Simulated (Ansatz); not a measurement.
Steps of a relaxation of hafnium tetrachloride (`[Cl][Hf]([Cl])([Cl])[Cl]`) with RKS PBE0-D4/def2-TZVP.

```sh
$ ansatz run in.yaml --threads 4 --pin off --events-out ev --progress --plain --max-ram 10444MiB
```

```yaml
crystal:
  periodic: [false, false, false]
  atoms:
    - {symbol: Cl, position_ang: [-0.022593, -0.237410, 2.321071]}
    - {symbol: Hf, position_ang: [0.005145, -0.016268, -0.006340]}
    - {symbol: Cl, position_ang: [1.531722, -1.538745, -0.907403]}
    - {symbol: Cl, position_ang: [-2.121293, -0.437952, -0.882584]}
    - {symbol: Cl, position_ang: [0.656919, 2.156774, -0.566144]}
basis:
  gaussian: {orbitals: def2-TZVP}
hamiltonian: {xc: pbe0, dispersion: d4}
relax: {f_tol: 0.005, max_steps: 150}
```

Positions (Å) and forces (eV/Å) along the path, 4 of 4 steps:

```xyz
5
step=1 energy=-51391.3741 eV
Cl   -0.023   -0.237    2.321   -0.011    0.031   -0.367
Hf    0.005   -0.016   -0.006    0.015    0.005   -0.003
Cl    1.532   -1.539   -0.907   -0.234    0.231    0.135
Cl   -2.121   -0.438   -0.883    0.331    0.064    0.151
Cl    0.657    2.157   -0.566   -0.100   -0.331    0.084
5
step=2 energy=-51391.3837 eV
Cl   -0.032   -0.237    2.288   -0.005   -0.022    0.222
Hf    0.009   -0.015   -0.008    0.001    0.000   -0.001
Cl    1.514   -1.518   -0.899    0.145   -0.148   -0.086
Cl   -2.093   -0.433   -0.861   -0.202   -0.040   -0.081
Cl    0.651    2.130   -0.562    0.061    0.210   -0.053
5
step=3 energy=-51391.3887 eV
Cl   -0.032   -0.238    2.299   -0.001    0.000    0.002
Hf    0.010   -0.015   -0.008   -0.002   -0.001    0.001
Cl    1.522   -1.526   -0.903    0.003   -0.004   -0.002
Cl   -2.103   -0.435   -0.865   -0.001    0.000    0.000
Cl    0.654    2.141   -0.564    0.001    0.005   -0.001
5
step=4 energy=-51391.3887 eV
Cl   -0.033   -0.238    2.298    0.000    0.000    0.000
Hf    0.010   -0.015   -0.008    0.000    0.000    0.000
Cl    1.522   -1.527   -0.903    0.000    0.000    0.000
Cl   -2.102   -0.435   -0.865    0.000    0.000    0.000
Cl    0.654    2.141   -0.564    0.000    0.000    0.000
```

Hardware: 4 threads of an Arm Neoverse V1 on a shared host. Wall time 21 s, peak host memory 0.63 GiB.
